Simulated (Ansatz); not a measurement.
K8F8, relaxed as a singlet with RKS PBE-D4/def2-SVP in Ansatz, starting from the GFN2-xTB geometry. Force threshold 0.03 eV/Å.

Start:

```xyz
16

K    -3.089    2.453   -1.662
F    -1.659    1.227   -2.542
K     0.942    2.539   -0.724
F     3.006    2.288   -1.024
F    -3.023    2.648    0.405
K    -0.926   -0.457   -1.461
F     0.490    0.521   -0.109
K     3.769    0.330   -1.086
K    -2.430    1.221    1.796
F    -0.874    0.314    2.875
K     0.940   -0.101    1.893
F     3.530   -1.648   -0.526
F    -2.016   -1.900   -0.415
K    -1.421   -2.927    1.295
F     0.617   -3.411    1.325
K     2.145   -3.097   -0.038
```

```tsv
step	energy (eV)	largest force component (eV/Å)	SCF passes
1	-152246.7682	2.694	18
2	-152250.7113	1.246	21
3	-152252.3200	0.509	21
4	-152252.9307	0.367	22
5	-152253.2301	0.345	17
6	-152253.4904	0.271	17
7	-152253.6527	0.863	17
8	-152253.6884	0.325	22
9	-152253.8456	0.268	18
10	-152253.9903	0.205	18
11	-152254.0988	0.189	17
12	-152254.1890	0.099	17
13	-152254.2356	0.069	17
14	-152254.2603	0.117	18
15	-152254.3151	0.139	19
16	-152254.4004	0.203	17
17	-152254.5080	0.269	17
18	-152254.6280	0.280	18
19	-152254.7500	0.181	18
20	-152254.8401	0.069	22
21	-152254.8598	0.174	18
22 (rejected)	-152254.8476	0.157	23
23	-152254.8788	0.047	18
24	-152254.8799	0.044	18
25	-152254.8811	0.019	19
```

Force components are those of the run's own axes.

End:

| atom | x (Å) | y (Å) | z (Å) |
| --- | --- | --- | --- |
| K1 | -3.297 | 1.431 | -1.447 |
| F2 | -1.238 | 1.015 | -2.697 |
| K3 | 0.099 | 2.857 | -1.498 |
| F4 | 2.505 | 2.704 | -1.687 |
| F5 | -2.006 | 2.921 | -0.009 |
| K6 | -0.438 | -0.823 | -1.312 |
| F7 | 0.777 | 0.706 | 0.411 |
| K8 | 3.237 | 0.953 | -0.327 |
| K9 | -1.411 | 1.255 | 1.722 |
| F10 | -0.865 | -0.899 | 3.014 |
| K11 | 1.377 | -1.150 | 2.039 |
| F12 | 3.303 | -1.526 | 0.346 |
| F13 | -2.625 | -0.531 | 0.065 |
| K14 | -2.039 | -2.436 | 1.540 |
| F15 | 0.198 | -2.912 | 0.305 |
| K16 | 2.424 | -3.566 | -0.465 |

Bonds formed: K1–F13, F2–K3, K3–F5, K6–F15, F7–K8, F7–K9, K9–F13, F10–K14 (atoms count from 1). Metal–metal contacts that move far: K3–K11 3.72 to 5.50 Å, K14–K16 3.81 to 5.02 Å, K6–K8 4.78 to 4.20 Å.

No frequencies were taken in this run, so the end may be a saddle point.

Hardware: 4 threads of INTEL XEON PLATINUM 8581C on a shared host. Wall time 2 min, peak host memory 1 GiB.
